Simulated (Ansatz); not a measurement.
Al(F)(Me)(NHMe) (C2H7AlFN), SMILES C[NH][Al]([CH3])[F].

Geometry optimised at B3LYP-D3(BJ)/def2-SVP. The structure was generated by enumeration; whether it is a known compound was not checked. The values are those of a single conformer.

Two levels are set side by side: PBE/def2-SVPD (Ansatz, a first-principles code) and PBE0/def2-SVPD (Ansatz). Energy differences of separate SCF runs at the same geometry; the states with an electron removed or added have multiplicity 2 and 2. Differences are taken from unrounded values.

| quantity | PBE0 |
|---|---|
| vertical ionisation energy (eV) | 9.09 |
| vertical singlet–triplet gap (eV) | 5.19 |

Problem. What does PBE give, and how far is it from PBE0? (The exact figures need the calculation; the answer reports its results.)

Solution. 
```json
[
 {"quantity": "vertical ionisation energy (eV)", "PBE": "9.04", "PBE minus PBE0": "-0.06"},
 {"quantity": "vertical singlet–triplet gap (eV)", "PBE": "5.03", "PBE minus PBE0": "-0.16"}
]
```
